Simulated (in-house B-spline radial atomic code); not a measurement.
The outermost shell (largest non-relativistic mean radius) with and without relativity; Dirac values are averaged over j. Computed with a B-spline radial code for spherical atoms: non-relativistic Hartree-Fock and Dirac-Hartree-Fock, averages of the configuration (point nuclei without relativity, finite nuclei with it).

```csv
ion,configuration,outermost shell,radius non-relativistic (bohr),radius Dirac (bohr),radius change (%),level non-relativistic (eV),level Dirac (eV)
Sc,[Ar] 3d1 4s2,4s,3.9597,3.938,-0.54799,-5.717,-5.7531
Ti,[Ar] 3d2 4s2,?,?,?,?,?,?
V,[Ar] 3d3 4s2,4s,3.6068,3.5785,-0.78238,-6.325,-6.3832
Cr,[Ar] 3d5 4s1,?,?,?,?,?,?
Mn,[Ar] 3d5 4s2,4s,3.3494,3.3153,-1.017,-6.840,-6.9231
Fe,[Ar] 3d6 4s2,?,?,?,?,?,?
Co,[Ar] 3d7 4s2,4s,3.1441,3.1041,-1.2717,-7.309,-7.4214
Ni,[Ar] 3d8 4s2,4s,3.0551,3.0121,-1.4085,-7.531,-7.6608
Cu,[Ar] 3d10 4s1,4s,3.3311,3.2615,-2.0901,-6.490,-6.6606
Zn,[Ar] 3d10 4s2,4s,2.8977,2.8484,-1.7031,-7.960,-8.1263
```

(1) Fill in the row of Ti.

(2) Fill in the row of Cr.

(3) Fill in the row of Fe.

(4) Which member changes most?

## Answers

(1) outermost shell: 4s; radius non-relativistic (bohr): 3.7662; radius Dirac (bohr): 3.741; radius change (%): -0.6681; level non-relativistic (eV): -6.038; level Dirac (eV): -6.0857.

(2) outermost shell: 4s; radius non-relativistic (bohr): 3.8431; radius Dirac (bohr): 3.7938; radius change (%): -1.2821; level non-relativistic (eV): -5.647; level Dirac (eV): -5.7391.

(3) outermost shell: 4s; radius non-relativistic (bohr): 3.2416; radius Dirac (bohr): 3.2046; radius change (%): -1.1414; level non-relativistic (eV): -7.078; level Dirac (eV): -7.1761.

(4) Copper (Cu): its 4s shell contracts by 2.1 %.
